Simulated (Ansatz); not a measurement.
GeS2⁺. Total charge 1; doublet. Geometry PBE0-D4/def2-TZVP, that of the neutral singlet; atoms count from 1.

Cartesian coordinates in Å:
```
Ge 0.000 0.000 0.000
S 0.317 1.061 -1.660
S -0.317 -1.061 1.660
```

The structure comes from a short search, and lower isomers may exist.

Question: Estimate the Mulliken populations from the PBE0/def2-TZVP orbitals of Ansatz.

Answer: 
```json
{"atom": "Ge1", "charge (e)": "0.74", "spin (α − β)": "-0.23"}
{"atom": "S2", "charge (e)": "0.13", "spin (α − β)": "0.61"}
{"atom": "S3", "charge (e)": "0.13", "spin (α − β)": "0.61"}
```
Mulliken values and Mayer orders depend strongly on the basis.

Question: Where does the spin sit?

Answer: Summed by element: Ge -0.23, S 1.23, of 1 unpaired in all. Largest on single atoms: S2 0.61, S3 0.61, Ge1 -0.23.

Question: And the Mayer bond orders between bonded heavy atoms (over 0.3)?

Answer: Ge1–S2 1.89 (1.99 Å); Ge1–S3 1.89 (1.99 Å). Values over 0.3 also appear between atoms too far apart for a bond (S2–S3 0.33 at 3.99 Å); they arise where an orbital or an unpaired electron spreads over both atoms.
